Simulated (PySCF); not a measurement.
Compound: CH5FGe.
SMILES: `F[CH2][GeH3]`

The closed-shell ground state was solved at several levels (PySCF, density fitting, gas phase). Geometry: PBE0-D3(BJ)/def2-SVP; no solvent, vibrations or thermal averaging. The calculation is non-relativistic and has no spin–orbit coupling, an omission that weighs most on germanium.

| level | basis functions | HOMO (eV) | LUMO (eV) | gap (eV) | dipole (D) |
| --- | --- | --- | --- | --- | --- |
| HF/pcSseg-2 | 205 | -11.88 | 2.56 | 14.44 | 1.80 |
| PBE0/pcSseg-1 | 100 | -8.48 | 0.90 | 9.38 | 1.61 |
| CAM-B3LYP/def2-SVPD | 121 | -9.97 | 0.92 | 10.89 | 1.67 |

(1) What might B3LYP/pcJ-1 (pcSseg-1 on Ge) (145 basis functions) give for the same quantities?

(2) Over all these levels, which gives the widest orbital gap and which the narrowest?

(3) How far do the dipole and the HOMO energy spread over the levels?

Answers

(1) HOMO -8.24 eV, LUMO 0.64 eV, gap 8.88 eV, dipole 1.59 D.

(2) HF/pcSseg-2 (Hartree–Fock, all exact exchange) has the widest, 14.44 eV, and B3LYP/pcJ-1 (pcSseg-1 on Ge) (global hybrid, 20 % exact exchange) the narrowest, 8.88 eV. Functional and basis both differ between the two, so the spread mixes both effects. The HOMO need not be the same orbital at Hartree–Fock and at DFT levels.

(3) The dipole runs from 1.59 to 1.80 D (mean 1.67 D) and the HOMO from -11.88 to -8.24 eV.
